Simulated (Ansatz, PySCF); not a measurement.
Species: 2,2-difluorooxetane, C3H4F2O, net charge 0, singlet state. 
Structure (B3LYP-D3(BJ)/def2-TZVP (Ansatz, a first-principles code) minimum search):
```
C
H 1 1.0860
H 1 1.0860 2 110.92
C 1 1.5249 2 113.86 3 -129.98
F 4 1.3549 1 116.52 2 1.28
F 4 1.3549 5 105.69 1 -131.19
O 4 1.3848 5 111.98 6 -122.18
C 7 1.4634 4 91.73 5 -120.74
H 8 1.0886 7 110.78 4 -118.32
H 8 1.0886 9 110.79 7 123.36
```
Charge 0, spin multiplicity 1.

Property: vertical ionisation energy (to the doublet state of charge +1; each state is the SCF solution reached for its spin), in eV. Cores are frozen in the correlated levels unless marked. Open shells are spin-unrestricted. No spin-orbit coupling. No relativistic terms. 

| level | program | vertical ionisation energy (eV) |
|---|---|---|
| HF/aug-cc-pVDZ | Ansatz | 10.34 |
| HF/aug-cc-pVTZ | Ansatz | 10.32 |
| SVWN5/def2-TZVPD | Ansatz | 11.16 |
| PBE/def2-TZVPD | Ansatz | 10.96 |
| r2SCAN/def2-TZVPD | Ansatz | 11.10 |
| B3LYP/def2-TZVPD | Ansatz | 11.37 |
| PBE0/def2-TZVPD | Ansatz | 11.33 |
| BHLYP/def2-TZVPD | Ansatz | 11.40 |
| CAM-B3LYP/def2-TZVPD | Ansatz | 11.52 |
| wB97M-V/def2-TZVPD | Ansatz | 11.48 |
| wB97X-V/def2-TZVPD | Ansatz | 11.49 |
| B2PLYP/def2-TZVPD | Ansatz | 11.52 |
| MP2/aug-cc-pVDZ | Ansatz | 11.91 |
| RI-MP2/aug-cc-pVTZ | Ansatz | 12.07 |
| SCS-MP2/aug-cc-pVDZ | Ansatz | 11.80 |
| CCSD/aug-cc-pVDZ | Ansatz | 11.46 |
| CCSD(T)/aug-cc-pVDZ | Ansatz | 11.48 |

For comparison, minus the highest occupied orbital energy (PySCF): 8.02 eV at TPSSh/def2-TZVPD, 8.69 eV at B3LYP/def2-TZVPD, 13.25 eV at HF/def2-TZVPD.
